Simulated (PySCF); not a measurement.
Caution: the restricted solution is unstable towards spin-unrestricted or complex orbitals, so a lower solution exists and this singlet may not be the ground state.

B3LYP has the VWN-RPA correlation part, as in Gaussian. 

```xyz
7

B      2.2147    -0.4632     0.0741
B      0.7309    -0.0933     0.1221
Si    -1.1865     0.2865     0.0870
H      3.3519    -0.7442     0.0397
H     -1.6921    -0.6436    -0.9622
H     -1.8917    -0.0151     1.3566
H     -1.5272     1.6729    -0.3156
```

Charge 0, multiplicity 1.

### Question
Give the Mulliken and meta-Löwdin atomic charges from B3LYP-D3(BJ)/def2-TZVP (PySCF).

### Answer

| atom | Mulliken (e) | meta-Löwdin (e) |
|---|---|---|
| B1 | 0.04 | -0.02 |
| B2 | -0.04 | -0.18 |
| Si3 | 0.07 | 0.38 |
| H4 | 0.07 | 0.06 |
| H5 | -0.04 | -0.07 |
| H6 | -0.04 | -0.09 |
| H7 | -0.04 | -0.09 |
